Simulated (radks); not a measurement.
Spherical jellium clusters: N electrons in a uniform positive sphere of charge N and radius rs N^(1/3), rs = 2.16 bohr. Calculated with a radial shooting solver with Libxc functionals: non-relativistic Kohn-Sham, LDA (Slater exchange, Perdew-Wang correlation), spin-polarised, spherical densities. Levels are named by radial order and angular momentum (1s, 1p, 1d, 2s, ...), and open shells are averaged over m.

N = 11, configuration 1s2 1p6 1d(up 3, down 0). This is the lowest configuration that the search found. Occupied and some empty levels:

level    occupation  eigenvalue (eV)  <r> (bohr)
1s up             1          -10.511       3.115
1s down           1          -10.069       3.038
1p up             3          -6.8990       3.977
1p down           3          -6.2857       3.950
1d up             3          -3.0250       4.925
2s up             0          -2.6833       5.281
1d down           0          -2.3820       5.012
2s down           0          -2.2805       5.451
2p up             0         -0.52599       8.820
2p down           0         -0.32249       9.765

Energy (eV): total -3.87046, kinetic 54.547, external -771.79, Hartree 364.94, exchange-correlation -62.809, background 411.25.

Electron density:

r (bohr)  n(r) (e/bohr^3)
0.173             0.01563
0.609             0.01673
1.04              0.01876
1.48              0.02120
1.92              0.02338
2.35              0.02459
2.79              0.02431
3.22              0.02236
3.66              0.01897
4.09              0.01476
4.53              0.01054
4.96             0.006982
5.40             0.004388
5.83             0.002675
6.27             0.001598
6.70            0.0009457
7.14            0.0005561
7.58            0.0003258
8.01            0.0001911
8.45            0.0001122
